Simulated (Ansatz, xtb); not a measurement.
Relative energy of two isomers of C3H9BrSi

Structure a is `C[Si](C)(C)Br`, a singlet and structure b is `CC[Si@@H](C)Br`, a singlet. Both are isolated molecules in the gas phase, relaxed with B3LYP/def2-SVP; each stands in its lowest conformer found.

Quicker runs give these differences E(b) − E(a): GFN2-xTB −0.203 eV; HF/STO-3G +0.548 eV (at GFN2-xTB geometries); r2SCAN-D4/def2-SVP +0.573 eV (at GFN2-xTB geometries).

Question: Estimate which is lower in electronic energy at CCSD(T)/def2-SVP + ΔMP2/def2-TZVPP, and by roughly how much.

Answer: The CCSD(T)/def2-SVP + ΔMP2/def2-TZVPP calculation puts structure a lower, by 0.593 eV.

How the difference moves with the method:

```csv
level,geometry,E(b) − E(a) (eV),departure from the last row (eV),"job, with rough time for the two"
GFN2-xTB,GFN2-xTB,−0.203,−0.796,"optimisation, 0.41 s"
HF/STO-3G,GFN2-xTB,+0.548,−0.044,"single point, 1.7 s"
r2SCAN-D4/def2-SVP,GFN2-xTB,+0.573,−0.020,"single point, 13 s"
B3LYP/def2-SVP,B3LYP/def2-SVP,+0.510,−0.083,"optimisation, 1.9 min"
HF/def2-SVP,B3LYP/def2-SVP,+0.498,−0.095,part of the CCSD(T) run
MP2/def2-SVP,B3LYP/def2-SVP,+0.514,−0.079,part of the CCSD(T) run
CCSD(T)/def2-SVP,B3LYP/def2-SVP,+0.472,−0.121,single point
CCSD(T)/def2-SVP + ΔMP2/def2-TZVPP,B3LYP/def2-SVP,+0.593,,"single point, 3.4 min"
```

As drawn, b has 1 C–C, 1 Si–H in place of 1 C–Si, 1 C–H.

GFN2-xTB puts the two in the other order. The largest departure from CCSD(T)/def2-SVP + ΔMP2/def2-TZVPP is that of GFN2-xTB, 0.796 eV. The last row adds to CCSD(T) the change of the MP2 difference between the two basis sets, here +0.121 eV.

With thermal terms from frequencies at re-optimised GFN2-xTB minima (ideal gas, soft modes damped towards free rotors, one conformer each, 298.15 K, 1 atm): the zero-point term adds −0.001 eV; ΔH is +0.570 and ΔG +0.589 eV.

The correlated steps freeze 17 core orbitals; the filled d shell of Br is correlated, in a basis made for valence electrons. Mirror images aren't counted in ΔG. Programs: Ansatz 0.2.0, xtb 6.7.1; the last row on 2 threads of AMD EPYC (Zen 3) on a shared host.
